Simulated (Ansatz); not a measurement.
Input file for Ansatz (a program for electronic structure): R-wB97X-V/def2-TZVPP on CHF (SMILES [CH]F), 2S+1 = 1, a spin state set in the input, which need not be the lowest, at the other state's geometry.

Ansatz 0.2 input:
```yaml
crystal:
  periodic: [false, false, false]
  atoms:
    - {symbol: C, position_ang: [-0.62035936, 0.33517297, 0.00000000]}
    - {symbol: F, position_ang: [0.58201299, -0.19177354, 0.00000000]}
    - {symbol: H, position_ang: [-1.51596069, -0.28507596, 0.00000000]}
basis:
  gaussian:
    orbitals: def2-TZVPP
hamiltonian:
  xc: {name: wB97X-V}
```

The head of its log:

```
WARN ansatz: RAYON_NUM_THREADS=2 ignored (pool sized by the plan → 2); use --threads N
Functional definition: wB97X-V
integrals: 0.01 GiB planned
395 factors; their error is unknown
integrals: 0.05 GiB planned
87 factors; integrals over basis functions are off by at most 1.3e-5 eV
mean field: 0.18 GiB planned
mean field evaluation 1: about -3765.6926 eV, gradient 1.7e1 eV
mean field evaluation 2: about -3765.9118 eV, gradient 1.5e1 eV
```

Problem. Give the final energy of this run.

Solution. -138.4045 hartree.
